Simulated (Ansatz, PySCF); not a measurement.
Si(H)(Me)2(OH) (C2H8OSi), SMILES C[SiH](C)O. Atoms are numbered in the order given.

```xyz
12

Si     0.3662    -0.0749     0.0000
C     -0.2058     0.8426     1.5399
C     -0.2058     0.8426    -1.5399
O     -0.1777    -1.6628     0.0000
H      1.8496    -0.1968     0.0000
H     -1.3043     0.9431     1.5641
H      0.1070     0.3150     2.4552
H      0.2208     1.8592     1.5707
H      0.1070     0.3150    -2.4552
H     -1.3043     0.9431    -1.5641
H      0.2208     1.8592    -1.5707
H     -1.1320    -1.7983     0.0000
```

The structure is a stationary point at B3LYP-D3(BJ)/def2-SVP. The values are those of a single conformer.

Vertical ionisation energy (IE) and electron affinity (EA) in eV. Rows of orbital energies are one-electron estimates. Where ΔSCF, EOM or ADC give a negative EA the extra electron is unbound and the value depends on the basis.

```csv
level,IE,EA
"−ε(HOMO), −ε(LUMO), CAM-B3LYP/def2-TZVP (PySCF)",9.59,-1.48
"−ε(HOMO), −ε(LUMO), PBE/def2-TZVP (PySCF)",6.70,0.15
"ΔSCF, PBE0/def2-SVPD (Ansatz), final states of multiplicity 2 and 2",10.26,-1.39
"ΔSCF, PBE/def2-SVPD (Ansatz), final states of multiplicity 2 and 2",9.87,-1.22
```

Q: What vertical singlet–triplet gap does ΔSCF give with PBE0/def2-SVPD (Ansatz, a first-principles code) and with PBE/def2-SVPD (Ansatz)? (Estimate from the structure and the level; the computed values follow.)

A: 6.89 and 6.40 eV (triplet above singlet where positive).
